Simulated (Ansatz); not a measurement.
Geometry optimisation, Ansatz 0.2.0, RKS PBE-D4/STO-3G.

input.yaml

```yaml
crystal:
  periodic: [false, false, false]
  atoms:
    - { symbol: "N", position_ang: [-1.883, 1.0701, -1.1144] }
    - { symbol: Al, position_ang: [-0.714, 0.1413, -0.0245] }
    - { symbol: C, position_ang: [0.5598, -1.331, 0.2149] }
    - { symbol: C, position_ang: [1.133, -0.0159, 0.8573] }
    - { symbol: H, position_ang: [-1.4011, 1.3928, -1.9985] }
    - { symbol: H, position_ang: [-2.1706, 2.0073, -0.6123] }
    - { symbol: H, position_ang: [0.3493, -2.1099, 0.9753] }
    - { symbol: H, position_ang: [1.2223, -1.6129, -0.6691] }
    - { symbol: H, position_ang: [1.9255, 0.4534, 0.3799] }
    - { symbol: H, position_ang: [1.0619, -0.0464, 1.9943] }
basis:
  gaussian: { orbitals: STO-3G }
hamiltonian:
  xc: pbe
  dispersion: d4
relax:
  f_tol: 0.02
  max_steps: 40
```

Run as:

```bash
$ ansatz run input.yaml --threads 1 --pin off --max-ram 2048MiB --backend cpu --events-out ev --progress --plain --runs-dir out
```

Question: Where does it end, and by what steps?

Answer: It converged. Limits of this set-up: minimal basis. After 10 steps the energy has fallen by 1.421 eV; H5 moved furthest, 1.05 Å.

```json
{"step": "0", "energy less start (eV)": "0.0000", "largest force component (eV/Å)": "6.041", "accepted": "yes"}
{"step": "1", "energy less start (eV)": "-0.9946", "largest force component (eV/Å)": "0.986", "accepted": "yes"}
{"step": "2", "energy less start (eV)": "-1.1729", "largest force component (eV/Å)": "0.672", "accepted": "yes"}
{"step": "3", "energy less start (eV)": "-1.2602", "largest force component (eV/Å)": "0.463", "accepted": "yes"}
{"step": "4", "energy less start (eV)": "-1.3198", "largest force component (eV/Å)": "0.564", "accepted": "yes"}
{"step": "5", "energy less start (eV)": "-1.3369", "largest force component (eV/Å)": "0.352", "accepted": "yes"}
{"step": "6", "energy less start (eV)": "-1.3650", "largest force component (eV/Å)": "0.420", "accepted": "yes"}
{"step": "7", "energy less start (eV)": "-1.4141", "largest force component (eV/Å)": "0.244", "accepted": "yes"}
{"step": "8", "energy less start (eV)": "-1.4204", "largest force component (eV/Å)": "0.065", "accepted": "yes"}
{"step": "9", "energy less start (eV)": "-1.4206", "largest force component (eV/Å)": "0.041", "accepted": "yes"}
{"step": "10", "energy less start (eV)": "-1.4207", "largest force component (eV/Å)": "0.009", "accepted": "yes"}
```

```xyz
10
Properties=species:S:1:pos:R:3
N -1.623 1.208 -1.019
Al -0.381 0.287 -0.244
C 0.600 -1.259 0.064
C 1.022 0.050 0.948
H -2.269 0.855 -1.758
H -1.831 2.215 -0.841
H 0.232 -2.102 0.674
H 1.400 -1.616 -0.606
H 2.050 0.399 0.753
H 0.884 -0.089 2.033
```

Whether the end is a true minimum wasn't checked by a vibrational analysis.

Run time: 14 s on 1 CPU thread of a shared host.
